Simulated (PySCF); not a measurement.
# Orbital picture of LiI

RHF at R = 2.422 Å; basis Li aug-cc-pVDZ, I aug-cc-pVDZ-PP with ECP28; scalar-relativistic core potentials; PySCF 2.14. State: ¹Σ⁺ (singlet), closed shell. Only the outer orbitals are listed, counted within each symmetry, core potentials removing the inner ones.

```
orbital  occ.  ε (eV)  on Li (%)          main shells (%)
     5σ     2  -22.12          9                   91 I s
     6σ     2   -9.54         23  76 I p, 14 Li s, 8 Li p
     3π     2   -8.70          4                   96 I p
     3π     2   -8.70          4                   96 I p
     7σ     0   -0.52         98         63 Li s, 35 Li p
     4π     0    0.31        105                 105 Li p
     4π     0    0.31        105                 105 Li p
```

Problem. Which are the highest filled and the lowest empty level, where do they sit, and how wide is the gap?

Solution. Highest filled 3π at -8.70 eV (in %: 96 I p); lowest empty 7σ at -0.52 eV (in %: 63 Li s, 35 Li p); the gap at RHF is 8.18 eV.

```json
{
 "bond order (Mayer)": "1.18",
 "⟨S²⟩": "0.000",
 "charge on Li (Mulliken, basis-dependent)": "0.22",
 "charge on Li (Löwdin, basis-dependent)": "0.22",
 "dipole moment (positive dipole means Li(−)I(+))": "-7.75 D",
 "polarisability along the bond": "51.4 bohr³",
 "polarisability across the bond": "45.6 bohr³"
}
```

Shares are Mulliken populations and can fall outside 0 to 100 %.

Spin–orbit coupling is left out.
